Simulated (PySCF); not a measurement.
SMILES Cl[SiH2]N[Si](Cl)(Cl)Cl (H3Cl4NSi2), singlet at its PBE0/def2-SVP optimised geometry (Å):

```
10

Si    -2.0143     0.7662     0.0000
Cl    -2.7868    -0.1188    -1.7028
N     -0.2731     0.7662     0.0000
Si     0.8265    -0.3514     0.6842
Cl     1.4444     0.1933     2.5606
Cl    -0.0774    -2.1789     0.8347
Cl     2.4898    -0.4659    -0.5021
H     -2.4898     0.0037     1.1786
H     -2.4723     2.1789     0.0000
H      0.1680     1.5136    -0.5333
```

Method: PBE0/def2-TZVP (PySCF). Cells within 0.4 Å of a nucleus heavier than hydrogen are left out (blank, or x).

Map of the deformation density (molecule minus spherical neutral atoms) (e/bohr³) on the plane z = 0.0 Å:

```
|22222222222222222222222222222|
|22222222222222222222222222222|
|22222222222222222222222222222|
|22222222222222222222222222222|
|22222222222222222222222222222|
|22222111222222222222222222222|
|22221122222111111222222222222|
|22222276321111111122222222222|
|22222499521111111112222222222|
|22212478521122321111222222222|
|22111234212434641111222222222|
|2211101xx1477xx31111222222222|
|2211100xx148xxx42111222222222|
|22111111102546973112222222222|
|22211111001224652124422322222|
|22211111001112220135522322222|
|22221111111111100035422322222|
|22222211111111110023323322222|
|22222222222222221112222222222|
|22222222222222222211222222222|
|22222222222222222212222222222|
|22222222222223322222222222222|
|22222222222222222222222222222|
|22222222222222222222222222222|
|22222222222222222222222222222|
|22222222222222222222222222222|
|22222222222222222222222222222|
|22222222222222222222222222222|
|22222222222222222222222222222|
```
Scale: ten equal steps from -0.021 (start of '0') to 0.071 (end of '9'), in the order '0123456789'; x runs from -4.50 to 4.50, y from -4.50 (bottom) to 4.50 (top).
